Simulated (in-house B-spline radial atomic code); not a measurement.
## La VII (La6+): [Ar] (3d3/2)4 (3d5/2)5 4s2 4p6 4d10 5s2 (5p1/2)1 (5p3/2)2 (8d3/2)1 (an excited or competing configuration)

All numbers are computed (Dirac-Hartree-Fock, average of the jj configuration; Fermi nucleus of rms radius 4.855 fm) with an all-electron radial atomic-structure program (B-spline basis), not measured.

Screening seen three ways: the hydrogenic charge with the same mean radius, Z_r = [3n² - l(l+1)]/(2<r>), the one with the same energy, Z_e = n√(-2ε), and Slater's rules. Values are occupation-weighted means over j. An effective charge above Z reflects the relativistic contraction of the inner shells.

| shell | electrons | ε (eV) | <r> (bohr) | Z_r | Z_e | Slater |
| --- | --- | --- | --- | --- | --- | --- |
| 1s | 2 | -39297 | 0.02506 | 59.85 | 53.74 | 56.70 |
| 2s | 2 | -6481.8 | 0.1068 | 56.18 | 43.65 | 52.85 |
| 2p | 6 | -5828.7 | 0.09398 | 53.20 | 41.40 | 52.85 |
| 3s | 2 | -1524.7 | 0.282 | 47.88 | 31.76 | 45.75 |
| 3p | 6 | -1309.2 | 0.2798 | 44.68 | 29.43 | 45.75 |
| 3d | 9 | -1001.5 | 0.2575 | 40.77 | 25.74 | 36.20 |
| 4s | 2 | -400.97 | 0.6418 | 37.40 | 21.71 | 30.10 |
| 4p | 6 | -326.47 | 0.6767 | 33.99 | 19.59 | 30.10 |
| 4d | 10 | -214.33 | 0.7352 | 28.56 | 15.88 | 18.85 |
| 5s | 2 | -123.93 | 1.423 | 26.35 | 15.09 | 13.30 |
| 5p | 3 | -102.98 | 1.556 | 23.46 | 13.76 | 13.30 |
| 8d | 1 | -16.442 | 8.338 | 11.15 | 8.79 | 7.00 |

The least bound orbital is 8d3/2 at -16.44 eV, and it is also the most diffuse (<r> = 8.338 bohr). The part-filled 3d shell lies below the filled 5s shell in orbital energy.

For the 1s electron the small component carries 4.44 % of the norm, the zero-frequency Breit interaction raises the level by 103.7 eV, self-energy by 60.23 eV, and vacuum polarisation lowers it by 8.836 eV.
